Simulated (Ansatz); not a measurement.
Program: Ansatz. Geometries: PBE0-D4/def2-TZVP. ΔE: electronic, gas phase. CBS: MP2 limit from def2 TZ/QZ plus the TZ coupled-cluster correction, frozen cores. DFT in def2-TZVPP. For Ge outer-core shells are correlated without core-valence functions, which leaves a few kJ/mol of doubt a bond. Scalar relativity is left out up to krypton. Each species was taken in one conformer, which may not be the lowest.

Consider the cleavage of the Ge–Si bond: `[SiH3]O[SiH2][GeH3]` + `F[SiH](F)S` → `F[SiH](F)[S][GeH3]` + disiloxane.

Question: Is it downhill or uphill in electronic energy at CCSD(T)/CBS, and by how much? (An estimate is asked.)

Answer: Computed: Downhill: ΔE = -42.4 kJ/mol.

Question: What do these levels give: r2SCAN, PBE0, SCS-MP2/def2-TZVPP, HF/def2-QZVPP, SCS-MP2/def2-QZVPP, CCSD/CBS(def2)? (An estimate is asked.)

Answer: Ansatz gave: r2SCAN -40.1, PBE0 -35.9, SCS-MP2/def2-TZVPP -50.7, HF/def2-QZVPP -53.9, SCS-MP2/def2-QZVPP -51.1, CCSD/CBS(def2) -42.2 kJ/mol.

Largest T1 diagnostic among the species: 0.012.

In def2-TZVPP, CCSD(T) changes the Hartree–Fock value by +11.2 kJ/mol (the triples alone add −0.3 kJ/mol) and MP2 by +3.3 kJ/mol. The D4 term adds −3.3 kJ/mol with B3LYP and −1.6 kJ/mol with PBE0; it sums over pairs of atoms, weighted by their polarisabilities, and B3LYP, whose exchange is more repulsive, gets the larger term. From PBE to PBE0 (25 % exact exchange), in def2-TZVPP and without D4, ΔE moves by −4.6 kJ/mol.

B3LYP here is the variant with VWN-RPA as its local correlation; programs differ in this.
